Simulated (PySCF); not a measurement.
From one molecule to another.

First species: C4H7F3S.
SMILES: `CCCSC(F)(F)F`

Second species: C5H7NO2.
InChI=1S/C5H7NO2/c1-2-5(7)8-4-3-6/h2,4H2,1H3

Levels: PBE0/def2-SVPD for dipole moment, HOMO energy, LUMO energy, HOMO–LUMO gap, static isotropic polarisability and electronic spatial extent ⟨r²⟩ about the centre of nuclear charge; TDDFT PBE0/def2-SVPD for lowest singlet excitation; TDA PBE0/def2-SVPD for lowest triplet excitation (Tamm–Dancoff); GFN2-xTB for rotational constant A and rotational constant C. Geometries: GFN2-xTB. All species are isolated and taken at one optimised geometry, non-relativistic unless stated. Electronic properties by PySCF.

The conformers computed, where there is a choice (atom-mapped SMILES and torsion angles):
- `[CH3:1][CH2:2][CH2:3][S:4][C:5]([F:6])([F:7])[F:8]`: C1–C2–C3–S4 173°, C2–C3–S4–C5 73°, C3–S4–C5–F6 -76°
- `[CH3:1][CH2:2][C:3](=[O:4])[O:5][CH2:6][C:7]#[N:8]`: C1–C2–C3–O4 44°, C2–C3–O5–C6 -178°, C3–O5–C6–C7 114°

Which has the higher S1 energy?

The second: 6.03 eV against 5.66 eV, a difference of 0.37 eV.

Which has the higher HOMO–LUMO gap?

The second: 8.24 eV against 7.37 eV, a difference of 0.87 eV.

Which has the higher ⟨r²⟩?

The first: 1325 bohr² against 1268 bohr², a difference of 57 bohr².

Which has the higher LUMO energy?

The first: -0.09 eV against -0.48 eV, a difference of 0.39 eV.

Which of the two has the higher HOMO energy, and by how much?

The first: -7.46 eV against -8.72 eV, a difference of 1.26 eV.

Which has the higher rotational constant C?

The second: 0.910 GHz against 0.898 GHz, a difference of 0.012 GHz.

Which has the higher static isotropic polarisability?

The first: 73.3 au against 70.5 au, a difference of 2.8 au.

Which of the two has the higher rotational constant A, and by how much?

The second: 6.248 GHz against 3.064 GHz, a difference of 3.184 GHz.

On the first: In wavenumbers S1 is 45700 cm⁻¹ (1 eV = 8065.54 cm⁻¹). The principal polarisabilities are 63.1, 68.5 and 88.1 au; their mean is the isotropic value.

On the second: The polarisability is 10.44 Å³ as a volume (1 au = 0.148185 Å³), or 1.17 au for each of the 60 electrons. No computed singlet falls in the visible range (750 to 380 nm, 1.65 to 3.26 eV); S1 lies 2.77 eV above its blue end.
